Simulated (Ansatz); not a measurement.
Abridged output of a molecular run in Ansatz:

```
Functional definition: HF
748 factors; integrals over basis functions are off by at most 1.1e-3 eV
mean field evaluation 1: about -17859.6607 eV, gradient 2.3e1 eV
mean field evaluation 2: about -17859.6936 eV, gradient 2.3e1 eV
mean field evaluation 4: about -17861.5173 eV, gradient 3.0e0 eV
mean field evaluation 8: about -17861.5762 eV, gradient 2.7e-1 eV
mean field -17861.57727693 eV, -656.4008579154 hartree, gradient 1.2e-6 eV, S^2 0.000000; 0 other end points of the search recorded, 0 dependent functions left out
12 core orbitals not correlated: weight in the atoms' cores, before any rotation towards them, 1.000 or more for the frozen orbitals, at most 0.000 for the correlated occupied ones
reference -17861.57727693 eV, -656.4008579154 hartree; 10, 10 occupied and 57, 57 virtual orbitals, 748 factors
second order -11.78335350 eV of doubles, -0.00000000 eV of singles
cycle   1  -12.31650929 eV  change   -5.3e-1 eV  update   1.1e-1
cycle   2  -12.70656899 eV  change   -3.9e-1 eV  update   3.5e-2
cycle   3  -12.80511638 eV  change   -9.9e-2 eV  update   2.0e-2
cycle   4  -12.80311337 eV  change    2.0e-3 eV  update   5.8e-3
cycle   5  -12.79922386 eV  change    3.9e-3 eV  update   2.7e-3
cycle   6  -12.79912156 eV  change    1.0e-4 eV  update   1.1e-3
cycle   7  -12.79905073 eV  change    7.1e-5 eV  update   4.9e-4
cycle   8  -12.79904576 eV  change    5.0e-6 eV  update   2.1e-4
cycle   9  -12.79910759 eV  change   -6.2e-5 eV  update   8.8e-5
cycle  10  -12.79909778 eV  change    9.8e-6 eV  update   3.3e-5
cycle  11  -12.79909123 eV  change    6.5e-6 eV  update   1.5e-5
perturbative correction -0.45031433 eV, -0.0165487462 hartree
Total energy: -17874.82668249 eV, -656.8877645888 hartree
```

Its atoms:

```xyz
7

F    -0.6794   -1.3035    2.1734
B    -0.4357   -0.6258    1.0683
Al   -0.4124   -0.8056   -0.9875
Si    0.7792    0.7349    0.4599
H    -0.7314   -1.0326   -2.5246
H     1.4758    2.0416    0.6885
H     0.0038    0.9911   -0.8780
```

Question: Which basis set was used?
A. def2-SVPD
B. def2-SVP
C. cc-pV(Q+d)Z
D. def2-TZVPPD

Answer: B. It gives 79 functions.

Question: Write the keys of the input that set method, charge and spin (a neutral closed shell needs none for the last two).

Answer: 
```yaml
correlation: {method: ccsd_t}
```
